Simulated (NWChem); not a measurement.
A series in which one site is exchanged, each optimised at PBE0/def2-SVP with NWChem, gas phase unless a solvent is named. All stand in one matching conformer (torsions within 35°), which need not be the lowest. Some are not confirmed as minima by frequencies. def2 effective core potentials on In; no spin-orbit coupling.

A: NB(O)F (BNH₃OF; site = B)
B: [NH2][Al]([OH])[F] (AlNH₃OF; site = Al)
C: [NH2][In]([OH])[F] (InNH3OF; site = In)
D: [NH2][Ga]([OH])[F] (GaNH₃OF; site = Ga)

**Question.** Rank them by lowest singlet excitation, PBE0/def2-SVPD, TDA (eV), lowest first.

**Answer.** C (4.78), D (5.54), B (5.70), A (6.92)
